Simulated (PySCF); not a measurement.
Compound: C8H17O (doublet state).
Numbering: `[CH2:1][O:2][C@:3]([CH3:4])([CH2:5][CH3:6])[CH2:7][CH2:8][CH3:9]` (hydrogens: H10, H11 on C1; H12, H13, H14 on C4; H15, H16 on C5; H17, H18, H19 on C6; H20, H21 on C7; H22, H23 on C8; H24, H25, H26 on C9)

The calculation used PBE0-D3(BJ)/def2-SVP geometry optimisation, gas phase (PySCF 2.14.0).

(1) Give the optimised bond lengths and angles.

Results:

(1) 
```csv
bond,length (Å),order
C1–O2,1.345,single
O2–C3,1.437,single
C3–C4,1.525,single
C3–C5,1.537,single
C5–C6,1.520,single
C3–C7,1.530,single
C7–C8,1.521,single
C8–C9,1.520,single
C1–H10,1.091,single
C1–H11,1.095,single
"C4–H12, C4–H13, C4–H14",1.099,single
C5–H15,1.102,single
C5–H16,1.102,single
"C6–H17, C6–H18, C6–H19",1.101,single
C7–H20,1.103,single
C7–H21,1.103,single
C8–H22,1.103,single
C8–H23,1.102,single
"C9–H24, C9–H25, C9–H26",1.102,single
```

Bonds in one row agree within 0.01 Å and their mean is given. Orders are formal, as drawn. A selection of angles:
```csv
angle,degrees
C1–O2–C3,119.8
O2–C3–C4,109.6
O2–C3–C5,108.8
O2–C3–C7,104.0
C4–C3–C5,111.9
C4–C3–C7,109.7
C5–C3–C7,112.6
C3–C5–C6,115.5
C3–C7–C8,115.6
C7–C8–C9,112.6
```

Dihedral angles: C1–O2–C3–C4 57° (synclinal); O2–C3–C5–C6 -170° (antiperiplanar); O2–C3–C7–C8 62° (synclinal); C3–C7–C8–C9 -174° (antiperiplanar).

Of the pairs four or more bonds apart, H11···H15 is among the closest relative to their van der Waals radii: 2.12 Å, 88 % of the sum of Bondi's values. C1 (carbon bonded to O and 2 H) has angles 120.0°, 119.7° and 113.2°, sum 352.9°, 0.18 Å off the plane of its three neighbours. The 2 C–O bonds span 1.345 Å (C1–O2, drawn single) to 1.437 Å (O2–C3, drawn single), a spread of 0.092 Å.

Point group: C1 (no symmetry element, even within 0.4 Å). Whether it is a minimum is left open (no frequencies). ⟨S²⟩ = 0.754 (exact for a doublet: 0.75). Torsions: H–C1–O2–C3 176° and 26°, C1–O2–C3–C4 57°, O2–C3–C5–C6 -170°, O2–C3–C7–C8 62°, C3–C7–C8–C9 -174°.

Time: 5.3 min of wall time. Hardware: an Arm Neoverse V1 with one thread, no GPU, on a shared host. That covers the optimisation of the geometry.

One conformer stands for the species.
